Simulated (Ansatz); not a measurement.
```yaml
crystal:
  periodic: [false, false, false]
  atoms:
    - {symbol: P, position_ang: [-1.606270, 1.268891, 0.949988]}
    - {symbol: Se, position_ang: [0.185100, -0.082743, 1.306632]}
    - {symbol: Si, position_ang: [0.298954, -0.702623, -0.882774]}
    - {symbol: Se, position_ang: [2.222393, -1.863383, -1.220574]}
    - {symbol: H, position_ang: [-2.389727, 0.790384, 2.031903]}
    - {symbol: H, position_ang: [-1.120625, 2.381879, 1.684346]}
    - {symbol: H, position_ang: [0.218901, 0.510530, -1.731628]}
    - {symbol: H, position_ang: [-0.781213, -1.650439, -1.249857]}
    - {symbol: H, position_ang: [3.060987, -0.698695, -0.905337]}
basis:
  gaussian: {orbitals: ANO-RCC-VTZP, final_grid: {core_spheres: 20, valence_spheres: 16, degree: 47}}
hamiltonian: {xc: {name: wB97}}
scf: {lower_state_search: light}
```

```sh
$ ansatz run in.yaml --threads 4 --pin off --events-out ev --progress --plain --max-ram 10444MiB
```

Output, abridged:

```
Functional definition: wB97
1813 factors; their error is unknown
605 factors; integrals over basis functions are off by at most 6.6e-5 eV
mean field evaluation 1: about -149541.1452 eV, gradient 1.3e1 eV
mean field evaluation 2: about -149541.8264 eV, gradient 4.6e0 eV
mean field evaluation 4: about -149541.9161 eV, gradient 5.9e-1 eV
mean field evaluation 8: about -149541.8266 eV, gradient 1.1e-1 eV
mean field evaluation 16: about -149541.8266 eV, gradient 7.8e-5 eV
mean field -149541.82658133 eV, -5495.5607637732 hartree, gradient 7.8e-5 eV, S^2 0.000000; 0 other end points of the search recorded, 0 dependent functions left out
reference -149541.82656329 eV, -5495.5607631104 hartree; 51, 51 occupied and 173, 173 virtual orbitals, 1813 factors
Total energy: -149541.82656329 eV, -5495.5607631104 hartree
Relativity: scalar
```

Hardware: 4 threads of a server CPU on a shared host. Wall time 30 s, peak host memory 0.84 GiB.
